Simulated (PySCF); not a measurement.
Compound: C₄H₆F₂O.
InChI=1S/C4H6F2O/c5-4(6)3-1-7-2-3/h3-4H,1-2H2

Level of theory: TDDFT PBE0/def2-SVPD, vertical, gas phase, core orbitals frozen in the response in PySCF 2.14.0, density-fitted response routines. One conformer (not necessarily the lowest) at the PBE0-D3(BJ)/def2-SVP geometry, without solvent, vibrations or thermal averaging. Torsions of this conformer, `[F:1][CH:2]([F:3])[CH:4]1[CH2:5][O:6][CH2:7]1`: F1–C2–C4–C5 -167°.

Computed states:

```
state  E (eV)       f
   S1    6.99  0.0053
   S2    7.41   0.025
   S3    7.56  0.0000
   S4    7.61  0.0019
   S5    8.75   0.011
   S6    8.77  0.0099
```

Each state is given a Gaussian of 0.3 eV full width at half maximum, with ε(max) = 2.175×10⁸ f / Δν̃ (Δν̃ the width in cm⁻¹). The width is an assumption, not a result. The curve ends short of the highest state used, and states not computed would add to its high-energy end.

Question: What does the envelope look like, and where are its maxima?

Answer: 
(λ (nm), ε (L mol⁻¹ cm⁻¹)): (151.7, 0), (153.0, 0), (154.3, 1), (155.6, 4), (156.9, 15), (158.2, 46), (159.5, 120), (160.8, 275), (162.1, 567), (163.4, 1034), (164.7, 1614), (166.0, 2105), (167.4, 2266), (168.7, 1992), (170.0, 1467), (171.3, 942), (172.6, 593), (173.9, 453), (175.2, 448), (176.5, 480), (177.8, 476), (179.1, 411), (180.4, 307), (181.7, 199), (183.0, 112), (184.3, 55), (185.6, 24), (186.9, 9), (188.2, 3), (189.5, 1)

Maxima: 177 nm (7.00 eV), ε about 490, made up of S1 (97%); 167 nm (7.42 eV), ε about 2300, made up of S2 (98%) (ε in L mol⁻¹ cm⁻¹; maxima over ε = 5, shares over 10%). At its high-energy end, 8.17 eV, the curve is still rising (ε about 0.054, from S4, S5 and S6).

Question: What would ε be at 7.42 eV, the highest of these maxima, with half the width (0.15 eV)?

Answer: About 4410 L mol⁻¹ cm⁻¹ against 2270, a factor of about 1.9; a lone state at its own centre would give exactly 2.

Question: Coming from long wavelengths, where does ε first pass 100 L mol⁻¹ cm⁻¹?

Answer: At about 183 nm (6.77 eV), 0.22 eV below S1.

Cost: about 60 s of CPU time on one thread; the machine was shared, so the figure is rough.
